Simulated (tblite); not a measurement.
C6H6Cl (doublet state).
Structure used (GFN2-xTB), in Å, numbered top down from 1:
```
atom  x, y, z in Å
C1     3.6266    0.0374   -0.4184
C2     2.4875   -0.0514   -0.0206
C3     1.1847   -0.1521    0.4283
C4     0.0870   -0.0589   -0.4222
C5    -1.2093   -0.1690   -0.0065
C6    -2.3579   -0.0292   -0.9122
Cl7   -3.0794    1.6392   -0.7241
H8     4.6166    0.1144   -0.7569
H9     1.0333   -0.3068    1.4879
H10    0.2852    0.0985   -1.4754
H11   -1.4273   -0.3018    1.0436
H12   -3.1730   -0.7103   -0.6732
H13   -2.0784   -0.1094   -1.9611
```

Calculated harmonic vibrations of the isolated species, GFN2-xTB (tblite), most abundant isotopes, no scaling. This tight-binding method is rough: wavenumbers can miss measured ones by several per cent, in bad cases by 10 to 20. One conformer, not necessarily the lowest. Open shells enter through the occupations alone, without spin polarisation, and single modes of such species can be off by tens of per cent.

Harmonic wavenumbers (cm⁻¹): 40.3, 114.4, 134.3, 157.2, 271.3, 309.7, 377.6, 458.6, 482.3, 573.1, 616.2, 657.5, 732.5, 761.8, 888.0, 972.2, 1069.4, 1077.2, 1129.5, 1182.6, 1209.9, 1243.9, 1265.5, 1400.9, 1431.4, 1499.8, 2169.0, 2984.7, 2998.2, 3051.8, 3062.2, 3081.1, 3391.6.

A = 8417, B = 693.8, C = 672.6 MHz; mass 113.016 u (most abundant isotopes); point group C1, symmetry number 1; spin multiplicity 2.

Problem. Zero-point energy?

Solution. ½Σν̃ = 20398 cm⁻¹ = 58.32 kcal/mol.

Problem. Give the ideal-gas entropy at 400 K and 1 bar in the rigid-rotor, harmonic-oscillator model (classical rotation).

Solution. Translation 41.57, rotation 29.67, vibration 29.38, spin (R ln 2) 1.38: S = 102.0 cal/(mol K).

Problem. And Cp and H(400 K) − H(0)?

Solution. Cp = 37.02 cal/(mol K), of which vibrations give 29.07 (their classical limit is 33 R = 65.6); H(400 K) − H(0) = 9.24 kcal/mol without the zero-point energy, 6.07 from vibrations.

Problem. Which modes carry the vibrational entropy at 400 K?

Solution. 40.3 cm⁻¹: 5.83; 114.4 cm⁻¹: 3.77; 134.3 cm⁻¹: 3.45; 157.2 cm⁻¹: 3.15; 271.3 cm⁻¹: 2.11; 309.7 cm⁻¹: 1.87 cal/(mol K); the other 27 give 9.21 together.

Problem. Blend soft modes into free rotors: weight 1/[1 + (100 cm⁻¹/ν̃)⁴] for the oscillator and the rest for a rotor with moment μB/(μ + B), μ = h/(8π²ν), B = 10⁻⁴⁴ kg m². What vibrational entropy results?

Solution. 27.18 cal/(mol K) in place of 29.38, which changes −T·S at 400 K by +0.88 kcal/mol.

Hindered rotation and anharmonicity are outside this model. Other conformers, if any are populated, would add a mixing term that is left out. The structure is chiral; the term R ln 2 for an equal mix with its mirror image is left out.

The run took 0.28 s wall on an Arm Neoverse V2 with one thread, no GPU, shared host with 96 logical CPUs at a one-minute load of 62. The figure is for the frequency step alone.
